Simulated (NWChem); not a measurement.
Species: C3H6Si; SMILES C=C=C[SiH3]

```xyz
10

C      0.3431     2.3820     0.2115
C     -0.2010     1.2216    -0.0489
C     -0.7236     0.0470    -0.3016
Si     0.2041    -1.5551    -0.0091
H      0.9134     2.9229    -0.5405
H      0.2420     2.8498     1.1883
H     -1.7408     0.0040    -0.6984
H     -0.5287    -2.4178     0.9591
H      0.3407    -2.3228    -1.2782
H      1.5554    -1.2553     0.5288
```
Atoms are numbered in this order, from 1.

All runs: NWChem. Pople sets run with spherical d functions. Structure relaxed at the B3LYP/6-31G* (spherical d) level. GIAO values for the isolated, static molecule; σ is the absolute isotropic shielding, δ = σ(reference) − σ with the isolated reference molecule computed at the same levels (13C: tetramethylsilane, 1H: tetramethylsilane, 29Si: tetramethylsilane).

For level Hartree-Fock/6-31G*:

| Property | Value |
|---|---|
| δ C1 (ppm) | 68.8 |
| δ C2 (ppm) | 218.7 |
| δ Si4 (ppm) | -43.1 |
| δ H7 (ppm) | 4.48 |

Question: What are these values for level KT2/pcSseg-1?

Answer: 
| Item | Result |
|---|---|
| δ C1 (ppm) | 65.2 |
| δ C2 (ppm) | 213.2 |
| δ Si4 (ppm) | -72.0 |
| δ H7 (ppm) | 4.84 |
